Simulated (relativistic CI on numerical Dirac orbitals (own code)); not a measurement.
**What each ingredient does to the levels of Dy⁴⁷⁺**

Base calculation: Dirac-Coulomb-Breit CI, KLI orbitals optimised for each configuration, QED by a radiative potential, unscaled Slater integrals.

Configuration list (outside the closed core [Ne]): 3s²3p⁶3d, 3s²3p⁵3d², 3s3p⁶3d², 3s²3p⁶4s, 3s²3p⁶4p, 3s²3p⁶4d, 3s²3p⁵3d4s, 3s²3p⁶4f, 3s²3p⁵3d4p, 3p⁶3d³, 3p⁵3d⁴, 3p⁵3d³4s. Double excitations out of closed p, d and f shells are left out; levels of such configurations are missing from the list, as are those of other unlisted configurations, and high levels can miss mixing partners. These lack a partner that the ground configuration has and come out too high: 3s²3p⁵3d4p.

Variants: (1) QED terms removed. Shifts of the energy above 3s²3p⁶3d ²D3/2, in eV, for the lowest level and the first level of each name with at least 55 % of one term (blank where a level changes its place among those of its configuration and J or its character, or is not in the variant):

| Level | Base | Δ(1) |
| --- | --- | --- |
| 3s²3p⁶3d ²D3/2 | 0.000 | 0.000 |
| 3s²3p⁶3d ²D5/2 | 44.965 | -0.119 |
| 3s²3p⁵3d² ⁴D°1/2 | 217.119 | +0.459 |
| 3s²3p⁵3d² ⁴G°9/2 | 261.495 | +0.352 |
| 3s²3p⁵3d² ²H°11/2 | 270.716 | +0.347 |
| 3s²3p⁵3d² ²G°9/2 | 285.717 | +0.345 |
| 3s²3p⁵3d² ⁴G°11/2 | 307.663 | +0.241 |
| 3s²3p⁵3d² ²F°5/2 | 308.731 | +0.343 |
| 3s²3p⁵3d² ²P°1/2 | 314.673 | +0.342 |
| 3s3p⁶3d² ⁴F3/2 | 604.032 | +3.141 |
| 3s3p⁶3d² ⁴F5/2 | 611.760 | +3.137 |
| 3s3p⁶3d² ⁴P1/2 | 628.605 | +3.133 |
| 3s3p⁶3d² ⁴F7/2 | 646.640 | +3.024 |
| 3s3p⁶3d² ⁴P3/2 | 656.828 | +3.028 |

At this charge energies of transitions that change n are usually good to better than 1 %, and those within a shell (Δn = 0) to a few per cent.

Ionisation energy from the two ground configurations alone: base 3970.6 eV. The NIST ASD value (theoretical) is 3970 eV.

LS names give the leading component of a level, which can be under half, so a name can repeat, a term be missing and a line seem to break the LS rules.
